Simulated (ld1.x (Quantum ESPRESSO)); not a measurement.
**Building the ultrasoft potential for thallium (Tl) (PW91, fully relativistic).**

ld1.x (Quantum ESPRESSO) 7.5 input, shortened:

```
&input
   title='Tl', zed=81., rel=2, dft='PW91', iswitch=3,
   config='[Xe] 4f14 5d10 6s1 6p2 6d-2', rel_dist='average'
 /
 &inputp
   pseudotype=3, tm=.true., lloc=-2, rcloc=1.95,
   nlcc=.true., rcore=1.95,
   which_augfun='PSQ', rmatch_augfun_nc=.true.
 /
6
6S  1  0   1.00   0.00  1.90  2.10  0.0
6S  1  0   0.00  -0.05  1.90  2.10  0.0
6P  2  1   2.00   0.00  2.10  2.45  0.0
6P  2  1   0.00   0.60  2.10  2.45  0.0
6D  3  2  -2.00   0.30  1.85  2.10  0.0
6D  3  2  -2.00   1.40  1.85  2.10  0.0
 &test
   configts(1)='6s1 6p2'
 /
```

Open shells are filled in proportion to 2j + 1 (rel_dist='average').

(1) Estimate the cutoffs (Ry, on a coarse ladder) from which the occupation-weighted sum of valence levels, in a spherical-Bessel basis at the reference potential, stays within 10 and 1 mRy of its value at 400 Ry.

(2) Does the potential have ghost states?

(3) Is the overlap operator S = 1 + Σ q|β⟩⟨β| positive definite (Bessel basis up to 400 Ry)?

(4) Which valence shell sets the plane-wave cutoff?

(5) Tests: 6s2 6p1; 6s2 6p0; 6s1 6p0; 6s2 6p0.5; 6s1 6p1; 6s2 6p1.3; 6s0 6p3. Which has the largest error in its energy relative to the reference configuration, and how large is it?

## Answers

(1) 8 Ry and 10 Ry.

(2) Ghost states, extra bound levels that the all-electron valence spectrum of the same l lacks: d3/2 at -18.8 eV, d5/2 at -16.5 eV. A true bound ghost makes a file unfit for plane-wave use.

(3) Yes: its lowest eigenvalue is 0.09 (d5/2 channel).

(4) 6s: its level needs 10 Ry to come within 1 mRy, against 6 Ry for 6p.

(5) 6s1 6p0, with -203 meV (all-electron minus pseudo) on +18.89 eV.
